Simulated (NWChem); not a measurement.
System: AlGeH3Cl2; SMILES [Cl][Al]([Cl])[GeH3]

Here is an NWChem input.

```
start job
memory heap 200 mb stack 900 mb global 1100 mb
geometry units angstroms noautoz
  Al     0.002919    -0.582115     0.004542
  Cl     1.775031    -1.710665    -0.011306
  Cl    -1.793790    -1.671720    -0.016508
  Ge     0.008564     1.872009     0.016848
  H     -1.059122     2.411930     0.985130
  H      1.382234     2.424796     0.433378
  H     -0.319509     2.404096    -1.391294
end
basis spherical
  * library def2-svp
end
dft
  xc m06-2x
  iterations 150
  mulliken
end
task dft energy
```

Coordinates come from a PBE0/def2-SVP optimisation.

Q: What results follow from this input? (M06-2X/def2-SVP.) Quantities: energy (Ha); highest occupied level (eV); orbital gap (eV); dipole (D).

A: 
```
Item                            Value
---------------------------  --------
energy (Ha)                  -3241.11
highest occupied level (eV)     -9.30
orbital gap (eV)                 8.20
dipole (D)                       1.54
```
